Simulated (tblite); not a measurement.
Species: C4H7F2OS (doublet state).
Bonds: C1–C2, C2–O3, O3–C4, C4–F5, C4–F6, C4–C7, C7–S8. Hydrogens: H9, H10, H11 on C1; H12, H13 on C2; H14, H15 on C7.

A start from a force field or distance geometry was refined with tblite 0.8.0, GFN2-xTB geometry optimisation, gas phase. Values at the start:

```
coordinate    start
     C1–C2  1.510 Å
     C1–H9  1.097 Å
     C2–O3  1.438 Å
    C2–H12  1.098 Å
     O3–C4  1.432 Å
     C4–F5  1.338 Å
     C4–C7  1.545 Å
     C7–S8  1.860 Å
    C7–H14  1.100 Å
  C1–C2–O3   107.7°
  C2–O3–C4   110.5°
  O3–C4–F5   107.9°
  O3–C4–C7   108.7°
  C4–C7–S8   116.5°
  F5–C4–F6   108.5°
  F5–C4–C7   112.5°
```

Q: How do these coordinates change at the GFN2-xTB level?

A: 
```csv
coordinate,GFN2-xTB (Å or °),change
O3–C4,1.338,-0.094
C7–S8,1.794,-0.066
C4–F5,1.369,+0.031
C4–C7,1.527,-0.018
C1–H9,1.086,-0.011
C7–H14,1.090,-0.010
C2–O3,1.443,+0.005
C1–C2,1.515,+0.005
C2–H12,1.095,-0.003
C2–O3–C4,116.1,+5.6
F5–C4–F6,103.3,-5.2
O3–C4–F5,111.5,+3.6
C4–C7–S8,112.8,-3.7
F5–C4–C7,110.6,-1.9
O3–C4–C7,109.3,+0.6
C1–C2–O3,107.7,0.0
```

The energy falls by 27.7 kJ/mol over 35 L-BFGS steps, the largest force on an atom goes from 2.39 to 0.009 eV/Å, and the atoms move by 0.079 Å rms after alignment. The bond that changes most is O3–C4 (ends: oxygen bonded to 2 C; carbon bonded to C, 2 F and O), which shortens by 0.094 Å. Bonds longer at the end by more than 0.005 Å: 5 of 14; shorter: 7. Rotational constants go from 4537, 789.2, 775.4 to 4461, 832.4, 811.0 MHz.

On one thread of an Arm Neoverse V2, shared host with 96 logical CPUs at a one-minute load of 45, this took 0.2 s of wall time.

Its GFN2-xTB frequencies are all real (lowest 37 cm⁻¹). 3 starts were optimised and ended at 0.00, 0.00 and 3.50 kcal/mol (GFN2-xTB); the lowest of these is shown.

Conformer computed: `[CH3:1][CH2:2][O:3][C:4]([F:5])([F:6])[CH2:7][S:8]`: C1–C2–O3–C4 180°, C2–O3–C4–F5 -58°, O3–C4–C7–S8 180°.

One conformer stands for the species.
